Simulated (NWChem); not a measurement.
Molecule: BeSiNH5; SMILES [NH2][Be][SiH3]

```xyz
8

Be    -0.0051    -0.7956     0.0044
N      0.0002    -2.3036    -0.0004
H     -0.8302    -2.9033    -0.0005
H      0.8334    -2.8993    -0.0007
Si    -0.0010     1.3742     0.0007
H     -0.9377     1.9602    -1.0305
H      1.3681     1.9320    -0.3182
H     -0.4001     1.9792     1.3261
```
Atoms are numbered in this order, from 1.

Results from NWChem. Medium grid unless said otherwise, to which SCAN and Minnesota functionals are sensitive. Structure relaxed at the PBE-D3(BJ)/def2-SVP level. B3LYP is NWChem's, with the RPA form of VWN correlation. Total energies of different functionals are on different scales.

```tsv
level	energy (Ha)	highest occupied level (eV)	orbital gap (eV)	dipole (D)
B3LYP/def2-SVP	-361.9036	-7.23	6.33	2.61
PBE/def2-SVP	-361.6084	…	…	2.61
BHandHLYP/def2-SVP	-361.8309	-8.78	8.89	2.54
TPSSh/def2-SVP	-361.9024	-6.75	5.68	2.65
r2SCAN/def2-SVP	-361.7960	-6.41	5.19	2.61
M05-2X/def2-SVP	-361.8467	-8.90	9.02	2.56
MN15/def2-SVP	-361.6392	-8.21	7.85	2.65
LC-wPBE (HJS exchange hole, range parameter 0.4 per bohr)/def2-SVP	-361.7010	-10.42	11.73	2.57
```

Q: Complete the blanks.

A: 
- PBE/def2-SVP, highest occupied level (eV): -6.12
- PBE/def2-SVP, orbital gap (eV): 4.60
